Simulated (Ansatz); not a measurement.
A run on `[O]=[Ge]` with other settings.

```yaml
crystal:
  periodic: [false, false, false]
  atoms:
    - {symbol: O, position_ang: [0.000000, -0.000000, -0.023040]}
    - {symbol: Ge, position_ang: [-0.000000, 0.000000, 1.599530]}
basis:
  gaussian: {orbitals: ANO-RCC-VTZP}
hamiltonian: {xc: {name: B2GP-PLYP}}
accuracy: high
scf: {lower_state_search: full}
output: {forces: true}
```

```sh
$ ansatz run in.yaml --threads 2 --pin off --events-out ev --progress --plain --max-ram 32768MiB --backend cpu
```

Shortened log:

```
Functional definition: B2GP-PLYP
1153 factors; integrals over basis functions are off by at most 4.0e-9 eV
mean field evaluation 1: about -59132.1323 eV, gradient 6.1e1 eV
mean field evaluation 2: about -59132.2065 eV, gradient 6.1e1 eV
mean field evaluation 4: about -59139.5184 eV, gradient 7.8e0 eV
mean field evaluation 8: about -59139.6843 eV, gradient 1.0e0 eV
mean field evaluation 16: about -59139.6856 eV, gradient 1.0e-4 eV
mean field -59139.68558555 eV, -2173.3433589503 hartree, gradient 1.8e-8 eV, S^2 0.000000; 0 other end points of the search recorded, 0 dependent functions left out
10 core orbitals not correlated: weight in the atoms' cores, before any rotation towards them, 1.000 or more for the frozen orbitals, at most 0.000 for the correlated occupied ones
reference -59139.68559817 eV, -2173.3433594142 hartree; 10, 10 occupied and 53, 53 virtual orbitals, 1153 factors
second order -23.02247061 eV of doubles, -0.00000000 eV of singles
Total energy: -59147.97368759 eV, -2173.6479410824 hartree
Relativity: scalar
Atom 0 at     0.000000    -0.000000    -0.023040 Å, force    -0.000000    -0.000000    -0.383636 eV/Å
Atom 1 at    -0.000000     0.000000     1.599530 Å, force    -0.000000    -0.000000     0.383636 eV/Å
Dipole moment:    -0.000000    -0.000000     0.699699 e Å
```

Run time 21 s (2 threads of an AMD EPYC 7R13 on a shared host); peak host memory 0.27 GiB.
